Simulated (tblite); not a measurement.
Species: C14H9F.
Bonds: F1–C2, C2–C3 (aromatic), C3–C4 (aromatic), C4–C5 (aromatic), C5–C6 (aromatic), C6–C7 (aromatic), C7–C8 (aromatic), C8–C9 (aromatic), C9–C10 (aromatic), C10–C11 (aromatic), C11–C12 (aromatic), C12–C13 (aromatic), C13–C14 (aromatic), C14–C15 (aromatic), C2–C15 (aromatic), C3–C8 (aromatic), C10–C15 (aromatic). Hydrogens: H16 on C4; H17 on C5; H18 on C6; H19 on C7; H20 on C9; H21 on C11; H22 on C12; H23 on C13; H24 on C14.

Computed with GFN2-xTB (tblite), gas phase: L-BFGS steps from a force-field or distance-geometry start until the largest atomic force falls under 0.01 eV/Å.

Step 2: E = -1069.2042 eV
```
atom  x, y, z in Å  |  force x, y, z in eV/Å
F1     -0.0520    2.7154    0.2213   -0.036  -0.003  -0.022
C2     -0.0299    1.3666    0.1038    0.028  -0.049   0.074
C3     -1.2399    0.6729    0.1440   -0.115  -0.061  -0.063
C4     -2.5014    1.3139    0.2815   -0.005  -0.009   0.109
C5     -3.6594    0.5943    0.3162    0.028  -0.067  -0.075
C6     -3.6279   -0.8155    0.1932    0.087   0.092   0.026
C7     -2.4342   -1.4610    0.0540    0.006   0.019   0.049
C8     -1.1983   -0.7549    0.0271   -0.107   0.015  -0.028
C9      0.0311   -1.3976   -0.1145   -0.052   0.066   0.031
C10     1.2294   -0.6862   -0.1433    0.080  -0.110  -0.042
C11     2.4905   -1.3279   -0.2905    0.054   0.044   0.035
C12     3.6546   -0.6172   -0.3146   -0.075   0.106   0.028
C13     3.6306    0.7928   -0.1927   -0.036  -0.079  -0.042
C14     2.4414    1.4453   -0.0624   -0.037   0.029   0.039
C15     1.2091    0.7382   -0.0299    0.115  -0.012  -0.039
H16    -2.5224    2.3895    0.3854    0.028  -0.017  -0.042
H17    -4.6140    1.0978    0.4253    0.155  -0.080  -0.007
H18    -4.5579   -1.3762    0.2172    0.185   0.124  -0.010
H19    -2.4099   -2.5385   -0.0280    0.048   0.002  -0.024
H20     0.0573   -2.4741   -0.2004   -0.011  -0.013  -0.006
H21     2.5113   -2.4056   -0.3759   -0.041   0.018  -0.012
H22     4.6080   -1.1203   -0.4256   -0.128   0.041   0.016
H23     4.5632    1.3484   -0.2108   -0.180  -0.114   0.002
H24     2.4089    2.5198    0.0271    0.008   0.058   0.003
```

Step 3: E = -1069.2085 eV
```
atom  x, y, z in Å  |  force x, y, z in eV/Å
F1     -0.0526    2.7155    0.2209   -0.032  -0.037  -0.018
C2     -0.0295    1.3659    0.1052    0.014  -0.094   0.047
C3     -1.2419    0.6716    0.1428   -0.012   0.050  -0.033
C4     -2.5018    1.3143    0.2836    0.016  -0.061   0.067
C5     -3.6590    0.5930    0.3149    0.074   0.022  -0.046
C6     -3.6265   -0.8138    0.1936    0.093   0.007   0.010
C7     -2.4342   -1.4613    0.0548    0.010   0.021   0.037
C8     -1.2003   -0.7544    0.0266   -0.016  -0.036  -0.030
C9      0.0302   -1.3969   -0.1140   -0.024   0.055   0.017
C10     1.2308   -0.6879   -0.1441   -0.002  -0.047  -0.024
C11     2.4915   -1.3276   -0.2899    0.010  -0.005   0.025
C12     3.6537   -0.6151   -0.3141   -0.049   0.007   0.014
C13     3.6299    0.7915   -0.1934   -0.106   0.018  -0.018
C14     2.4411    1.4461   -0.0617   -0.002   0.008   0.023
C15     1.2114    0.7375   -0.0306   -0.018   0.007  -0.015
H16    -2.5219    2.3888    0.3846    0.022   0.025  -0.029
H17    -4.6111    1.0963    0.4252    0.084  -0.052  -0.003
H18    -4.5544   -1.3740    0.2170    0.122   0.090  -0.007
H19    -2.4091   -2.5381   -0.0284    0.039  -0.013  -0.020
H20     0.0571   -2.4741   -0.2005   -0.019   0.005  -0.001
H21     2.5106   -2.4050   -0.3761   -0.023   0.012  -0.010
H22     4.6055   -1.1195   -0.4253   -0.094   0.035   0.014
H23     4.5598    1.3462   -0.2107   -0.095  -0.068  -0.002
H24     2.4091    2.5207    0.0271    0.008   0.054   0.005
```

Step 4: E = -1069.2114 eV
```
atom  x, y, z in Å  |  force x, y, z in eV/Å
F1     -0.0538    2.7147    0.2202   -0.020  -0.080  -0.012
C2     -0.0292    1.3633    0.1073    0.007  -0.034   0.013
C3     -1.2433    0.6716    0.1412    0.044   0.021   0.002
C4     -2.5018    1.3138    0.2867    0.076   0.001   0.014
C5     -3.6572    0.5926    0.3128    0.072   0.033  -0.008
C6     -3.6236   -0.8122    0.1942    0.089  -0.024  -0.005
C7     -2.4337   -1.4617    0.0562    0.034  -0.001   0.013
C8     -1.2022   -0.7545    0.0256    0.073  -0.010  -0.020
C9      0.0292   -1.3959   -0.1133    0.002   0.012  -0.006
C10     1.2317   -0.6896   -0.1451   -0.059   0.022  -0.001
C11     2.4919   -1.3281   -0.2889   -0.007   0.010   0.012
C12     3.6526   -0.6133   -0.3135   -0.116  -0.062   0.008
C13     3.6268    0.7912   -0.1943   -0.054   0.025  -0.004
C14     2.4412    1.4472   -0.0607   -0.099   0.035   0.014
C15     1.2125    0.7366   -0.0315   -0.066   0.012   0.008
H16    -2.5209    2.3885    0.3833    0.016   0.031  -0.015
H17    -4.6070    1.0940    0.4250    0.003  -0.013  -0.001
H18    -4.5491   -1.3703    0.2168    0.024   0.033  -0.002
H19    -2.4075   -2.5378   -0.0292    0.029  -0.029  -0.011
H20     0.0564   -2.4737   -0.2006   -0.025   0.020   0.004
H21     2.5095   -2.4042   -0.3764   -0.006  -0.031  -0.008
H22     4.6014   -1.1180   -0.4247   -0.013   0.010   0.007
H23     4.5551    1.3430   -0.2108   -0.010  -0.013  -0.007
H24     2.4093    2.5224    0.0272    0.004   0.031   0.006
```

Task: Estimate the geometry and energy of step 5. (The exact step hangs on the optimiser's Hessian estimate; all steps are aligned on step 4, rigid shifts and turns removed.)

Result: E = -1069.2128 eV, largest force 0.101 eV/Å
```
atom  x, y, z in Å  |  force x, y, z in eV/Å
F1     -0.0547    2.7130    0.2197   -0.013  -0.060  -0.005
C2     -0.0289    1.3618    0.1085   -0.011  -0.010  -0.005
C3     -1.2433    0.6715    0.1405    0.061   0.003   0.019
C4     -2.5003    1.3140    0.2884    0.057   0.015  -0.013
C5     -3.6553    0.5926    0.3118    0.077   0.044   0.012
C6     -3.6210   -0.8116    0.1945    0.054  -0.022  -0.007
C7     -2.4328   -1.4620    0.0570    0.066  -0.017  -0.005
C8     -1.2020   -0.7544    0.0248    0.063  -0.007  -0.008
C9      0.0288   -1.3954   -0.1131    0.024  -0.011  -0.018
C10     1.2313   -0.6899   -0.1456   -0.047   0.032   0.007
C11     2.4919   -1.3282   -0.2883   -0.093  -0.039   0.004
C12     3.6502   -0.6133   -0.3131   -0.034  -0.028   0.001
C13     3.6247    0.7911   -0.1949   -0.094   0.036   0.009
C14     2.4393    1.4484   -0.0599   -0.039   0.006  -0.002
C15     1.2122    0.7362   -0.0319   -0.072   0.008   0.017
H16    -2.5202    2.3888    0.3825    0.020   0.035  -0.007
H17    -4.6051    1.0927    0.4249   -0.016  -0.001  -0.002
H18    -4.5463   -1.3680    0.2166   -0.009   0.010   0.000
H19    -2.4064   -2.5381   -0.0297    0.026  -0.027  -0.006
H20     0.0558   -2.4731   -0.2005   -0.024   0.017   0.005
H21     2.5089   -2.4043   -0.3767   -0.003  -0.029  -0.004
H22     4.5993   -1.1172   -0.4244   -0.006   0.009   0.007
H23     4.5527    1.3413   -0.2109    0.020   0.008  -0.010
H24     2.4095    2.5236    0.0274   -0.007   0.029   0.009
```

The energy changes by -0.0014 eV. The first-order estimate −F·Δx gives -0.0019 eV and the mean of the old and new forces, exact on a quadratic surface, -0.0014 eV. The step makes an angle of 46° with the force vector and moves no atom by more than 0.004 Å.

What follows is the cost of the whole relaxation. The run took 0.2 s of wall time on one thread, Arm Neoverse V1 (aarch64), no GPU, shared host with 32 logical CPUs at a one-minute load of 8.8.
